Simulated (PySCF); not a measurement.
Ge(H)(Br)2(Me) (CH4Br2Ge), SMILES [CH3][GeH]([Br])[Br].

Coordinates come from a B3LYP-D3(BJ)/def2-SVP optimisation.

Level of theory: CAM-B3LYP/def2-TZVP (PySCF).

Symmetry labels are those of the subgroup Cs that the program uses (full group Cs).

Computed valence orbital energies around the gap with their symmetry:
```csv
orbital,symmetry,energy (eV)
HOMO−7,A",-13.78
HOMO−6,A',-11.96
HOMO−5,A',-11.55
HOMO−4,A",-11.51
HOMO−3,A',-9.98
HOMO−2,A",-9.88
HOMO−1,A',-9.62
HOMO,A",-9.61
LUMO,A',-0.16
LUMO+1,A",1.02
LUMO+2,A',1.62
LUMO+3,A',2.19
```
